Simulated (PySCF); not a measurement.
Work out the structure from these simulated measurements.

Elements present: C, F, H, O and Si. Monoisotopic mass: 165.9873 u.

- Rotational structure: rotational constants A, B, C: 1.824, 1.216, 1.018 GHz [GFN2-xTB]
- 1H NMR: chemical shifts (computed TMS as zero) by class: 4.99 (2 H), 2.06 (1 H) ppm [GIAO PBE0/pcSseg-1]
- 13C NMR: chemical shifts (computed TMS as zero) by class: 130.2 (1 C), 124.8 (1 C) ppm [GIAO PBE0/pcSseg-1]
- Dipole: 2.18 D [PBE0/def2-SVPD]
- Triplet: lowest triplet excitation (Tamm–Dancoff): 6.68 eV [TDA PBE0/def2-SVPD]
- NMR, other nuclei: isotropic shieldings of nuclei other than C and H, by class: 323 (1 O), 265 (3 F), 327 (2 F), 381 (1 Si) ppm [GIAO PBE0/pcSseg-1]

Electronic properties: PySCF, gas phase, density fitting. Levels stand in brackets. Isolated species at its GFN2-xTB geometry (one conformer only). Each NMR value is the plain mean over a class of atoms that symmetry, rotation or inversion makes alike.

Question: Which formula fits the mass and the elements?

Answer: C2H3F5OSi (calculated 165.9873). No other formula that holds each of these elements comes within 0.0003 u with a fitting electron parity and a possible valence count.

Question: Give a SMILES that accounts for the data.

Answer: Numbering: `[OH:1][SiH2:2][C:3]([F:4])([F:5])[C:6]([F:7])([F:8])[F:9]`. Its formula, C2H3F5OSi, gives 0 degrees of unsaturation, so no ring and no π bond. 2 carbons fall into 2 classes; from least to most shielded: CF3 carbon [C6] (130.2 ppm), CF2 carbon [C3] (124.8 ppm). Hydrogen classes from least to most shielded: 2 H on an oxygen-bound silicon, Si2 (4.99 ppm), 1 H on a silanol oxygen, O1 (2.06 ppm). The other shieldings belong to: 323 ppm, silanol oxygen [O1]; 265 ppm, fluorine of a CF3 group [F7/F8/F9]; 327 ppm, fluorine of a CF2 group [F4/F5]; 381 ppm, oxygen-bound silicon [Si2]. The optimised geometry has point group C1 and is an asymmetric top. Structure: `C(F)(F)(F)C(F)([SiH2]O)F`. The assignments are read from this structure; whether some other isomer fits the data as well wasn't checked.

The values belong to the conformer `[OH:1][SiH2:2][C:3]([F:4])([F:5])[C:6]([F:7])([F:8])[F:9]`: O1–Si2–C3–F4 -162°, Si2–C3–C6–F7 64°, H–O1–Si2–C3 -45°.
